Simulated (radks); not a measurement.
Spherical quantum dot in the effective-mass picture: electrons in a parabolic well V = omega^2 r^2 / 2 with omega = 4.36, all in effective atomic units (hartree* = m*/eps^2 hartree, bohr* = eps/m* bohr), one dielectric constant everywhere. Method: non-relativistic Kohn-Sham, LDA (Slater exchange, Perdew-Wang correlation), spin-polarised, spherical densities; computed with a radial shooting solver with Libxc functionals. Levels are named by radial order and angular momentum (1s, 1p, 1d, 2s, ...), and open shells are averaged over m. Results are scaled to m* = 0.516 and eps = 4.5, for which hartree* = 693.4 meV and bohr* = 0.4615 nm.

N = 3, configuration 1s2 1p(up 1, down 0). This is the lowest configuration that the search found. Occupied and some empty levels:

level    occupation  eigenvalue (meV)  <r> (nm)
1s up             1            6878.6    0.2634
1s down           1            6980.9    0.2627
1p up             1            9601.4    0.3450
1p down           0            9715.7    0.3453
1d up             0             12418    0.4095
1d down           0             12527    0.4104
2s up             0             12568    0.3804
2s down           0             12647    0.3815
1f up             0             15294    0.4648
1f down           0             15389    0.4660

Energy (meV): total 19522.4, kinetic 7621.0, external 9077.2, Hartree 4451.5, exchange-correlation -1627.3.
